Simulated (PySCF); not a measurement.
Estimate the missing entries of this data sheet.

[CrO3Cl]- (charge -1 and singlet state).
SMILES: `[O]=[Cr-](=[O])(=[O])[Cl]`

```csv
property,level,value
point group,PBE0-D3(BJ)/def2-SVP,?
"rotational constants A, B, C",PBE0-D3(BJ)/def2-SVP,?
HOMO energy,wB97X-D/def2-SVPD,?
LUMO energy,wB97X-D/def2-SVPD,?
lowest singlet excitation,TDDFT wB97X-D/def2-SVPD,?
lowest triplet excitation (Tamm–Dancoff),TDA wB97X-D/def2-SVPD,?
static isotropic polarisability,wB97X-D/def2-SVPD,62.9 au
electronic spatial extent ⟨r²⟩ about the centre of nuclear charge,wB97X-D/def2-SVPD,?
```

Gas-phase values; electronic properties from PySCF, density fitting. Geometry: PBE0-D3(BJ)/def2-SVP; no solvent, vibrations or thermal averaging. The geometry's basis has no diffuse functions, a weakness for an anion.

Question: Give the electronic spatial extent ⟨r²⟩ about the centre of nuclear charge.

Answer: 596 bohr².

Question: What is the point group?

Answer: C3v.

Question: What is the lowest singlet excitation?

Answer: 3.42 eV (362 nm, f = 0.002 summed over 2 states within 0.01 eV).

Question: Give the lowest triplet excitation (Tamm–Dancoff).

Answer: 3.08 eV.

Question: The rotational constants A, B, C?

Answer: 4.731, 2.340, 2.339 GHz.

Question: The HOMO energy?

Answer: -5.60 eV.

Question: Give the LUMO energy.

Answer: 3.69 eV.

The rotational constants are those of a prolate symmetric top; the small spread among constants that symmetry makes equal is optimisation noise. The principal polarisabilities are 60.5, 60.6 and 67.6 au; their mean is the isotropic value. In wavenumbers S1 is 27600 cm⁻¹ (1 eV = 8065.54 cm⁻¹). The vertical singlet–triplet gap S1 − T1 is 0.34 eV (TDDFT singlet less Tamm–Dancoff triplet).

For the TDDFT job (wB97X-D/def2-SVPD), on one thread of an Arm Neoverse V2, no GPU (shared host), this took 13 s.
